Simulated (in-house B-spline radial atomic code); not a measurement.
Configurations of Fe VII (Fe6+), with energies counted from [Ar] 3d2. Level of theory: scalar-relativistic (X2C) B97-1, spin-polarised, spherical fractional occupations, exact exchange averaged over the configuration, Fermi nucleus of rms radius 3.7377 fm; calculated with a radial B-spline atomic code at the basis-set limit. Shells without spins written out take the highest spin.

Occupations are held fixed; configurations that lie above the ionisation limit could autoionise.

| configuration | E - E(ref) (eV) | highest orbital | its <r> (bohr) |
| --- | --- | --- | --- |
| [Ar] 3d1 4p1 | 52.853 | 4p up | 1.914 |
| [Ar] 3d1 4f1 | 80.963 | 4f up | 2.372 |
| [Ne] 3s2 3p5 3d2 4s1 | 94.295 | 4s up | 1.776 |

Task: Order these further configurations by energy, lowest first.
A. [Ne] 3s2 3p5 3d3
B. [Ar] 3d1 4s1
C. [Ne] 3s2 3p5 3d2 4f1
D. [Ne] 3s2 3p5 3d2 4p1

Result: B (42.346 eV), A (50.938 eV), D (104.84 eV), C (133.06 eV).
